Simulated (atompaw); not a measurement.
## Reading a pseudo-wave (Cl (Z = 17))

Columns: radius, all-electron u(r) and pseudo u(r) of the 3s shell (level -23.39 eV) of chlorine in the configuration [Ne] 3s2 3p4.75; PBE, scalar-relativistic, PAW (atompaw) scheme, atompaw 4.2.0.5.

| r (bohr) | all-electron | pseudo |
| --- | --- | --- |
| 0.054 | 0.2323 | 0.0593 |
| 0.108 | 0.0558 | 0.1184 |
| 0.162 | -0.1750 | 0.1771 |
| 0.215 | -0.3422 | 0.2339 |
| 0.269 | -0.4269 | 0.2908 |
| 0.323 | -0.4335 | 0.3466 |
| 0.377 | -0.3802 | 0.4009 |
| 0.431 | -0.2863 | 0.4535 |
| 0.485 | -0.1680 | 0.5041 |
| 0.538 | -0.0403 | 0.5518 |
| 0.592 | 0.0921 | 0.5979 |
| 0.646 | 0.2205 | 0.6415 |
| 0.700 | 0.3403 | 0.6822 |
| 0.754 | 0.4490 | 0.7199 |
| 0.808 | 0.5452 | 0.7543 |
| 0.862 | 0.6286 | 0.7853 |
| 0.915 | 0.6980 | 0.8123 |
| 0.969 | 0.7564 | 0.8359 |
| 1.023 | 0.8031 | 0.8557 |
| 1.077 | 0.8388 | 0.8715 |
| 1.131 | 0.8644 | 0.8831 |
| 1.185 | 0.8810 | 0.8905 |
| 1.238 | 0.8895 | 0.8936 |
| 1.292 | 0.8912 | 0.8925 |
| 1.346 | 0.8869 | 0.8870 |
| 1.400 | 0.8773 | 0.8773 |

How many radial nodes do the two functions have?

The all-electron 3s function has n − l − 1 = 2; the pseudo-wave has 0, since the states of the same l below it are removed with the core.

Is the pseudo-wave norm-conserving?

No, it belongs to a PAW set: the norm inside the radius is not constrained, and the difference is carried by the augmentation charge.
